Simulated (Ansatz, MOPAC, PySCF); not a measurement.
NH3 (SMILES N) and ClH3Si (SMILES [SiH3]Cl) are pulled apart as rigid monomers along the line of their centres of mass, from the B3LYP-D3(BJ)/def2-TZVP minimum. Starting geometry (charge 0, multiplicity 1):
| atom | x (Å) | y (Å) | z (Å) |
|---|---|---|---|
| N | -0.0938 | -0.0748 | 0.3117 |
| H | -0.3093 | 0.8987 | 0.4935 |
| H | 0.5287 | -0.1116 | -0.4873 |
| H | -0.9614 | -0.5283 | 0.0487 |
| Si | 0.4322 | -1.0370 | 3.2046 |
| Cl | -1.3224 | 0.0647 | 3.3659 |
| H | 0.7146 | -1.5119 | 4.5791 |
| H | 1.5363 | -0.1711 | 2.7619 |
| H | 0.2206 | -2.2017 | 2.3308 |

Interaction energies with rigid monomers; basis-set methods are counterpoise corrected unless marked otherwise.

Frozen-core correlation. Rows in 6-311+G**, 6-31G* carry no dispersion term and start afresh at each structure (6-31G* with six Cartesian d functions). The state reached by AM1, PM6 isn't checked.

Codes used: Ansatz (Gaussian basis) for Hartree–Fock, density functionals and correlated methods; MOPAC for AM1, PM6 (differences of heats of formation); PySCF for 6-311+G** rows, 6-31G* rows. Values without a source in brackets are computed.

```tsv
N1···Si5 (Å)	AM1 (kcal/mol)	PM6 (kcal/mol)	B3LYP/6-311+G** (no counterpoise) (kcal/mol)	M06-2X/6-31G* (no counterpoise) (kcal/mol)	MP2/aug-cc-pV(D+d)Z (kcal/mol)
2.80	-1.85	(withheld)	-0.95	-7.10	-1.46
3.09	-0.56	-2.47	-2.42	-7.09	-2.99
3.53	(withheld)	-1.53	-2.18	-5.09	-2.75
4.28	-0.70	-0.59	-1.14	-2.46	-1.43
5.49	-0.31	-0.19	-0.45	-0.61	-0.47
```

### Question
Complete the blanks.

### Answer

- 3.53, AM1 (kcal/mol): -1.01
- 2.80, PM6 (kcal/mol): -3.91

Ansatz is a program for electronic structure.
